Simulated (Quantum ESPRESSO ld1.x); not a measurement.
Question: These are the eigenvalues of the occupied orbitals of an atom or ion with whole-number occupations (Ry). Method: Dirac Kohn-Sham, relativistic LDA (MacDonald-Vosko exchange, VWN5 correlation), spin-unpolarised, spherical densities, point nucleus; computed with ld1.x of Quantum ESPRESSO 7.5.

orbital  eigenvalue
1s1/2      -1151.19
2s1/2      -269.822

Which element is it, and in what charge state? The configuration may be excited. Open shells, if any, are shared by 2j + 1.

Answer: Z = 35, bromine, charge +31: Br31+ in [He] 2s2. The 1s level, -575.6 hartree, gives Z - s = 33.9 by -(Z - s)^2/2, which with screening and relativity narrows Z to a few neighbours, and the depths must fix Z and the occupations together.
